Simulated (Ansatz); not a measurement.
Job for Ansatz (a first-principles code): U-B3LYP/cc-pVTZ on FGeH3O (SMILES [OH][GeH2][F]), a point of a bond scan (R = 1.679 Å).

Ansatz 0.2 input:
```yaml
crystal:
  periodic: [false, false, false]
  atoms:
    - {symbol: Ge, position_ang: [-0.22747459, -0.25087345, 0.02663045]}
    - {symbol: O, position_ang: [1.45573431, -0.40020062, -0.50453156]}
    - {symbol: F, position_ang: [-0.54577123, 1.44651198, 0.30987347]}
    - {symbol: H, position_ang: [-1.17050246, -0.74089680, -1.27363602]}
    - {symbol: H, position_ang: [-0.46978155, -0.93226496, 1.38080844]}
    - {symbol: H, position_ang: [2.09980761, -0.16043852, 0.16983856]}
basis:
  gaussian:
    orbitals: cc-pVTZ
hamiltonian:
  xc: {name: B3LYP}
magnetization: {spin_polarized: true, initial_magnetization: 0}
```

Output:

```
WARN ansatz: RAYON_NUM_THREADS=1 ignored (pool sized by the plan → 1); use --threads N
Functional definition: B3LYP
integrals: 0.06 GiB planned
907 factors; their error is unknown
mean field: 0.75 GiB planned
mean field evaluation 1: about -61329.9274 eV, gradient 4.8e1 eV
mean field evaluation 2: about -61308.2015 eV, gradient 9.1e1 eV
mean field evaluation 4: about -61336.4868 eV, gradient 6.5e0 eV
mean field evaluation 8: about -61336.6017 eV, gradient 4.4e-2 eV
mean field evaluation 16: about -61336.7600 eV, gradient 4.2e-5 eV
mean field -61336.75999478 eV, -2254.0843542588 hartree, gradient 4.2e-5 eV, S^2 0.000000; 0 other end points of the search recorded, 0 dependent functions left out
reference -61336.76021260 eV, -2254.0843622638 hartree; 26, 26 occupied and 119, 119 virtual orbitals, 907 factors
Total energy: -61336.76021260 eV, -2254.0843622638 hartree
```

The run converged.

Cost: roughly 5 core-seconds.
